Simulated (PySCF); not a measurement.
**Radial density of He⁺ (helium, charge +1)**

UHF, 1s1, 2S determinant. Calculation: PySCF 2.14, in aug-cc-pVDZ-DK (3s2p, 9 functions); scalar relativity by spin-free X2C-1e.

| r (bohr) | 4πr²ρ (e/bohr) | 4πr²(ρα − ρβ) |
| --- | --- | --- |
| 0.0154 | 0.006429 | 0.0064 |
| 0.0258 | 0.01801 | 0.0180 |
| 0.0435 | 0.04960 | 0.0496 |
| 0.0731 | 0.1304 | 0.1304 |
| 0.123 | 0.3075 | 0.3075 |
| 0.207 | 0.6017 | 0.6017 |
| 0.348 | 0.9662 | 0.9662 |
| 0.585 | 1.038 | 1.0378 |
| 0.985 | 0.6126 | 0.6126 |
| 1.66 | 0.1113 | 0.1113 |
| 2.79 | 0.005946 | 0.0059 |
| 4.69 | 6.286e-05 | 0.0001 |

Densities and radii are taken from the X2C orbitals without a picture-change correction, which distorts them close to the nucleus.
